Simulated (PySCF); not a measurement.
BH4N. Atoms are numbered in the order given.

```xyz
6

B      0.0000     0.0000    -0.7807
N      0.0000     0.0000     0.6121
H      0.0000     1.0536    -1.3608
H      0.0000    -1.0536    -1.3608
H      0.0000    -0.8476     1.1702
H      0.0000     0.8476     1.1702
```

Geometry: PBE-D3(BJ)/def2-TZVP.

Vertical ionisation energy (IE) and electron affinity (EA) in eV. Rows of orbital energies are one-electron estimates. Where ΔSCF, EOM or ADC give a negative EA the extra electron is unbound and the value depends on the basis.

```tsv
level	IE	EA
−ε(HOMO), −ε(LUMO), CAM-B3LYP/def2-TZVPD (PySCF)	10.13	-0.64
−ε(HOMO), −ε(LUMO), HF/def2-TZVPD (PySCF)	…	…
ADC(2)/aug-cc-pVDZ (PySCF)	10.46	-0.75
```

Fill in the missing entries. (The exact figures need the calculation; the answer reports its results.)


- −ε(HOMO), −ε(LUMO), HF/def2-TZVPD (PySCF), IE: 11.94
- −ε(HOMO), −ε(LUMO), HF/def2-TZVPD (PySCF), EA: -1.42

Give the lowest 1s main lines (those of the lightest heavy element) from CVS-ADC(2)-x/aug-cc-pVDZ (PySCF, non-relativistic), with pole strengths. (Estimate from the structure and the level; the computed values follow.)

197.3 eV (1.53).

Beyond the first one, list the lowest photoelectron lines from ADC(2)/aug-cc-pVDZ in PySCF with their pole strengths (two spins summed). (An estimate is asked for; the answer gives what the named calculation found.)

11.88 eV (1.86), 13.75 eV (1.81), 16.68 eV (1.76), 17.56 eV (1.77).
